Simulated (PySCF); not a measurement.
C3H6O2Si, SMILES C(#C)[Si](O)(C)O.

Geometry: B3LYP-D3(BJ)/def2-SVP. The structure was generated by enumeration, and PubChem lists no compound with its InChIKey, so it may never have been made. One conformer was computed; it need not be the lowest.

Two levels are set side by side: TDA-PBE/def2-SVPD (PySCF) and TDA-M06-2X/def2-SVPD (PySCF). Vertical, same geometry. The lowest singlet is HOMO→LUMO 86 % with PBE and HOMO−1→LUMO+1 20 %, HOMO−1→LUMO+2 19 %, HOMO→LUMO+1 17 %, HOMO→LUMO+2 15 % with the other functional; states are paired by order. Differences are taken from unrounded values.

```tsv
quantity	TDA-M06-2X
lowest singlet excitation (eV)	5.64
lowest triplet excitation (TDA) (eV)	5.14
```

**Question.** What does TDA-PBE give, and how far is it from TDA-M06-2X? (An estimate is asked for; the answer gives what the named calculation found.)

**Answer.** 
```csv
quantity,TDA-PBE,TDA-PBE minus TDA-M06-2X
lowest singlet excitation (eV),5.98,0.34
lowest triplet excitation (TDA) (eV),4.94,-0.20
```

Rough cost on one machine, each run with all the roots and properties that it gave: TDA-M06-2X against TDA-PBE about 8 times.
